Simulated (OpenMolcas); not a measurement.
Pd2+ in a point-charge field

Pd2+ among 8 point charges of -1 e arranged as a cube (Oh), 2.02 Å from the ion.

* Program: OpenMolcas
* Method: CASSCF
* Basis: ANO-RCC-VTZP [7s6p4d2f1g]
* Scalar Hamiltonian: DKH2, point nucleus
* Active space: 8 electrons in 5 orbitals (4d)
* State averaging: 2S+1 = 3 even, 10 roots; 2S+1 = 1 even, 15 roots
* Spin-orbit coupling: RASSI with atomic mean-field integrals over the reference wave functions

The lowest spin-free states (labels of O, the rotations of Oh), above the lowest:

```tsv
State	Degeneracy	E (cm-1)	Free-ion L (%)
3T1	3	0.0	F (99)
3T2	3	3334	F (100)
3A2	1	7403	F (100)
1T2	3	13424	D (93)
1E	2	14418	D (80)
3T1	3	16911	P (99)
1T2	3	20542	G (93)
1T1	3	22220	G (100)
1A1	1	22582	G (99)
1E	2	23548	G (80)
1A1	1	50186	S (99)
```

The lowest levels with spin-orbit coupling:

| E (cm-1) | Degeneracy | Label | 2S+1 |
| --- | --- | --- | --- |
| 0.0 | 1 | A1 | 3 |
| 671.4 | 3 | T1 | 3 |
| 1571 | 2 | E | 3 |
| 2612 | 3 | T2 | 3 |
| 5483 | 3 | T2 | 3 |
| 5743 | 3 | T1 | 3 |
| 6441 | 1 | A2 | 3 |
| 6685 | 2 | E | 3 |
| 10202 | 3 | T2 | 3 |
| 15436 | 3 | T2 | 1 (64 %) |
| 15546 | 2 | E | 1 (62 %) |
| 19584 | 3 | T2 | 3 (73 %) |
| 19949 | 2 | E | 3 (64 %) |
| 19992 | 3 | T1 | 3 |
| 20294 | 1 | A1 | 3 |
| 23113 | 3 | T2 | 1 |
| 24663 | 3 | T1 | 1 |
| 25044 | 1 | A1 | 1 |
| 26172 | 2 | E | 1 |
| 52945 | 1 | A1 | 1 |

Powder χT (cm3 K/mol): 0.0159 at 2 K, 0.0795 at 10 K, 0.397 at 50 K, 0.794 at 100 K, 1.56 at 200 K, 2.14 at 300 K. The effective moment at 300 K is 2.828 √(χT) = 4.14 μB.

The lowest level has 2S+1 = 3, for which the spin-only value is χT = S(S+1) / 2 = 1.000 cm3 K/mol (g = 2). The computed 2.142 at 300 K differs by +1.142, through orbital momentum, spin-orbit coupling and any other state in reach. With a threefold ground state the orbital momentum is unquenched, so the spin-only value is not expected to hold.

A least-squares ligand-field fit to the states below 45000 cm-1, each weighted by its degeneracy and with a free common offset, gives 10Dq = -3877 cm-1 (negative for this site), B = 944 cm-1 and C = 3790 cm-1 (C/B = 4.02), with an rms deviation of 88 cm-1.

An orbital triplet at a regular site is open to Jahn-Teller coupling, which can distort the site and quench the lowest spin-orbit gaps and is left out. Without dynamic correlation the repulsion within the d shell is too large (B by tens of per cent), so at a given field states of lower spin stand too high. Real 4d8 and 5d8 ions are as a rule square planar and diamagnetic. Point charges carry no covalency, so the field is a model and not that of real ligands. No measured value stands beside these numbers.

The RASSCF and RASSI steps took 8.2 s on 1 thread of Intel(R) Xeon(R) Platinum 8259CL CPU @ 2.50GHz (Skylake/Cascade Lake), with other jobs on the host; the integral step is not counted.
